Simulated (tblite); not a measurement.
Record of a relaxation.

C7H12N (doublet state).
SMILES with atom numbers: `[CH2:1][C@H:2]([CH3:3])[C@@H:4]1[CH2:5][CH:6]=[N:7][CH2:8]1` (hydrogens: H9, H10 on C1; H11 on C2; H12, H13, H14 on C3; H15 on C4; H16, H17 on C5; H18 on C6; H19, H20 on C8)
Bond orders are those of one Lewis drawing.

Computed with GFN2-xTB (tblite), gas phase: L-BFGS steps from a force-field or distance-geometry start until the largest atomic force falls under 0.01 eV/Å. 5 of its 128 geometries are shown.

Step 0: E = -650.0941 eV, largest atomic force 3.498 eV/Å
```
atom  x, y, z in Å  |  force x, y, z in eV/Å
C1      1.585    1.020    0.950    0.269  -2.590   2.336
C2      0.975   -0.204    0.247    1.790   1.810   0.262
C3      1.991   -0.614   -0.802    0.682  -0.033  -0.998
C4     -0.333    0.217   -0.318   -0.856  -0.570   1.068
C5     -1.302    0.704    0.780    0.012   0.695   0.144
C6     -2.593    0.543    0.024    0.241  -0.613  -0.173
N7     -2.496   -0.374   -0.853   -1.184   0.202  -0.019
C8     -1.164   -0.953   -0.822   -0.391   0.274  -0.910
H9      1.142    1.098    1.986    0.320   0.727  -1.202
H10     2.673    0.809    1.052   -0.663   1.056  -0.122
H11     0.889   -1.018    0.983   -0.343   0.228  -0.020
H12     2.331   -1.636   -0.572   -0.072   0.387  -0.633
H13     2.870    0.072   -0.740   -0.518  -0.737  -0.249
H14     1.596   -0.502   -1.842    0.305  -0.478   0.871
H15    -0.248    1.029   -1.058    0.139  -0.484   0.042
H16    -1.302    0.016    1.672    0.086   0.750  -0.674
H17    -1.074    1.744    1.028   -0.210  -0.228   0.456
H18    -3.494    1.142    0.218    0.517  -0.600  -0.274
H19    -0.847   -1.283   -1.831   -0.423  -0.094   0.517
H20    -1.204   -1.798   -0.105    0.297   0.299  -0.421
```

Step 32: E = -651.1171 eV, largest atomic force 0.223 eV/Å
```
atom  x, y, z in Å  |  force x, y, z in eV/Å
C1      1.650    0.757    1.214   -0.028  -0.042   0.047
C2      1.023   -0.265    0.355    0.209  -0.079   0.001
C3      1.964   -0.722   -0.767    0.070  -0.062  -0.101
C4     -0.297    0.246   -0.257    0.110   0.114   0.035
C5     -1.296    0.858    0.732   -0.039   0.039   0.022
C6     -2.597    0.399    0.131    0.011   0.045  -0.008
N7     -2.510   -0.498   -0.749   -0.120   0.024   0.011
C8     -1.126   -0.858   -0.948   -0.115   0.024  -0.018
H9      1.116    1.146    2.059    0.010   0.007   0.052
H10     2.624    1.162    1.010   -0.123  -0.075  -0.043
H11     0.729   -1.139    0.959    0.089   0.045   0.126
H12     2.353   -1.724   -0.609   -0.022  -0.034   0.155
H13     2.817   -0.054   -0.855   -0.038   0.040  -0.032
H14     1.440   -0.730   -1.717    0.044   0.001  -0.098
H15    -0.057    1.009   -0.998    0.082   0.082  -0.115
H16    -1.183    0.457    1.744   -0.059  -0.069  -0.050
H17    -1.209    1.941    0.792   -0.098   0.017   0.014
H18    -3.554    0.806    0.420    0.041  -0.080   0.023
H19    -0.914   -0.933   -2.014   -0.105  -0.033  -0.041
H20    -0.980   -1.849   -0.506    0.081   0.038   0.020
```

Step 64: E = -651.2402 eV, largest atomic force 0.087 eV/Å
```
atom  x, y, z in Å  |  force x, y, z in eV/Å
C1      1.568    0.664    1.274    0.052   0.003  -0.070
C2      0.891   -0.311    0.397   -0.025   0.018  -0.019
C3      1.908   -0.946   -0.565    0.012   0.029  -0.010
C4     -0.236    0.404   -0.395    0.005   0.006  -0.033
C5     -1.262    1.024    0.571   -0.001   0.050  -0.014
C6     -2.442    0.115    0.403   -0.018  -0.015  -0.039
N7     -2.377   -0.700   -0.553    0.017  -0.038  -0.015
C8     -1.109   -0.573   -1.228    0.019  -0.023   0.007
H9      1.496    0.631    2.341   -0.014  -0.046   0.066
H10     2.145    1.458    0.835   -0.034  -0.039   0.007
H11     0.426   -1.098    0.998   -0.014  -0.027   0.018
H12     2.555   -1.619   -0.009    0.054   0.007  -0.028
H13     2.520   -0.174   -1.024    0.005   0.009  -0.018
H14     1.418   -1.510   -1.355    0.014  -0.006   0.053
H15     0.224    1.157   -1.036   -0.008   0.010   0.000
H16    -0.898    1.075    1.596   -0.027  -0.038   0.026
H17    -1.551    2.031    0.269   -0.006   0.082  -0.005
H18    -3.317    0.155    1.033    0.006   0.047   0.007
H19    -1.284   -0.201   -2.243   -0.030  -0.028   0.075
H20    -0.677   -1.571   -1.312   -0.009   0.000  -0.007
```

Step 95: E = -651.2702 eV, largest atomic force 0.021 eV/Å
```
atom  x, y, z in Å  |  force x, y, z in eV/Å
C1      1.554    0.610    1.316    0.007   0.006   0.000
C2      0.920   -0.335    0.378   -0.004   0.003   0.003
C3      1.956   -0.846   -0.636   -0.015  -0.007  -0.002
C4     -0.250    0.349   -0.378    0.003   0.005   0.006
C5     -1.248    1.025    0.581   -0.006  -0.010   0.001
C6     -2.510    0.256    0.327   -0.005   0.000  -0.012
N7     -2.458   -0.621   -0.572    0.006  -0.013  -0.002
C8     -1.136   -0.674   -1.142    0.003   0.003   0.003
H9      1.486    0.488    2.378    0.008  -0.007   0.011
H10     2.102    1.450    0.935   -0.007   0.012  -0.012
H11     0.509   -1.185    0.934    0.008  -0.001   0.004
H12     2.762   -1.359   -0.118    0.000  -0.006   0.002
H13     2.380   -0.011   -1.190   -0.001   0.004  -0.002
H14     1.502   -1.536   -1.343   -0.005   0.004  -0.002
H15     0.173    1.079   -1.071    0.004  -0.002   0.002
H16    -0.941    0.947    1.625    0.003   0.009  -0.005
H17    -1.401    2.082    0.353    0.014   0.003   0.015
H18    -3.422    0.439    0.874   -0.004  -0.002  -0.010
H19    -1.212   -0.448   -2.208   -0.003   0.001  -0.003
H20    -0.771   -1.700   -1.047   -0.006  -0.003  -0.001
```

Step 127: E = -651.2756 eV, largest atomic force 0.008 eV/Å
```
atom  x, y, z in Å  |  force x, y, z in eV/Å
C1      1.571    0.650    1.290    0.001  -0.007  -0.001
C2      0.934   -0.325    0.384    0.001   0.001   0.003
C3      1.957   -0.838   -0.648   -0.002   0.003   0.002
C4     -0.258    0.327   -0.350    0.003   0.000   0.001
C5     -1.258    0.981    0.623    0.000   0.001   0.004
C6     -2.550    0.318    0.250   -0.001   0.001  -0.002
N7     -2.491   -0.553   -0.654    0.001  -0.002  -0.002
C8     -1.135   -0.701   -1.117    0.000  -0.002   0.002
H9      1.749    0.431    2.323    0.004   0.001  -0.001
H10     1.913    1.590    0.900    0.005  -0.001   0.003
H11     0.564   -1.178    0.962    0.004   0.001   0.001
H12     2.773   -1.347   -0.142   -0.001   0.004   0.001
H13     2.369   -0.004   -1.213   -0.005  -0.002  -0.001
H14     1.490   -1.532   -1.342   -0.007  -0.001   0.001
H15     0.135    1.072   -1.045   -0.001   0.005  -0.001
H16    -1.008    0.777    1.667    0.002   0.000   0.001
H17    -1.323    2.063    0.504   -0.008  -0.002  -0.002
H18    -3.487    0.559    0.728    0.003   0.001  -0.005
H19    -1.119   -0.547   -2.198    0.001  -0.001  -0.001
H20    -0.830   -1.734   -0.925    0.000   0.000  -0.002
```

Question: Summarise the path.

Answer: The energy falls by 1.1815 eV from step 0 to step 127; nine tenths of that is first reached at step 38. It falls at every step. The largest force goes from 3.498 to 0.008 eV/Å. Among the bonds C1–C2 changes most, from 1.537 to 1.475 Å; the atoms move by 0.662 Å rms after alignment.

Question: Follow the three bonds and two angles with the largest change from start to end.

Answer: 
| step | E above end (eV) | largest force (eV/Å) | C1–C2 (Å) | C2–C4 (Å) | C1–H9 (Å) | C2–C1–H10 (°) | C2–C1–H9 (°) |
| --- | --- | --- | --- | --- | --- | --- | --- |
| 0 | 1.1815 | 3.498 | 1.537 | 1.486 | 1.129 | 106.2 | 108.6 |
| 6 | 0.3391 | 0.533 | 1.486 | 1.528 | 1.082 | 117.9 | 119.7 |
| 11 | 0.2674 | 0.244 | 1.474 | 1.549 | 1.070 | 121.3 | 121.9 |
| 17 | 0.2218 | 0.164 | 1.477 | 1.547 | 1.075 | 121.0 | 120.1 |
| 22 | 0.2015 | 0.116 | 1.473 | 1.543 | 1.071 | 121.7 | 119.8 |
| 28 | 0.1826 | 0.215 | 1.474 | 1.544 | 1.074 | 121.7 | 120.1 |
| 33 | 0.1494 | 0.313 | 1.475 | 1.545 | 1.073 | 122.2 | 120.3 |
| 39 | 0.1089 | 0.149 | 1.473 | 1.557 | 1.076 | 120.4 | 121.6 |
| 44 | 0.0827 | 0.269 | 1.472 | 1.562 | 1.076 | 121.5 | 120.5 |
| 50 | 0.0617 | 0.169 | 1.473 | 1.556 | 1.071 | 120.1 | 122.1 |
| 55 | 0.0528 | 0.062 | 1.473 | 1.558 | 1.073 | 118.8 | 122.6 |
| 61 | 0.0408 | 0.112 | 1.475 | 1.553 | 1.072 | 119.2 | 122.9 |
| 66 | 0.0322 | 0.109 | 1.477 | 1.553 | 1.070 | 119.6 | 122.6 |
| 72 | 0.0238 | 0.075 | 1.475 | 1.552 | 1.071 | 119.3 | 122.2 |
| 77 | 0.0172 | 0.060 | 1.476 | 1.551 | 1.071 | 119.8 | 122.2 |
| 83 | 0.0118 | 0.085 | 1.476 | 1.549 | 1.072 | 119.3 | 122.3 |
| 88 | 0.0074 | 0.055 | 1.474 | 1.552 | 1.071 | 119.6 | 122.2 |
| 94 | 0.0055 | 0.023 | 1.474 | 1.552 | 1.072 | 119.8 | 122.0 |
| 99 | 0.0051 | 0.023 | 1.474 | 1.551 | 1.072 | 119.7 | 122.0 |
| 105 | 0.0044 | 0.026 | 1.474 | 1.552 | 1.072 | 119.8 | 122.0 |
| 110 | 0.0036 | 0.028 | 1.474 | 1.551 | 1.072 | 119.7 | 121.9 |
| 116 | 0.0019 | 0.046 | 1.475 | 1.548 | 1.073 | 119.6 | 122.2 |
| 121 | 0.0005 | 0.052 | 1.475 | 1.545 | 1.073 | 119.5 | 122.2 |
| 127 | 0.0000 | 0.008 | 1.475 | 1.544 | 1.072 | 119.6 | 121.9 |

What follows is the cost of the whole relaxation. The run took 0.9 s wall on Arm Neoverse V1, one thread (shared host).
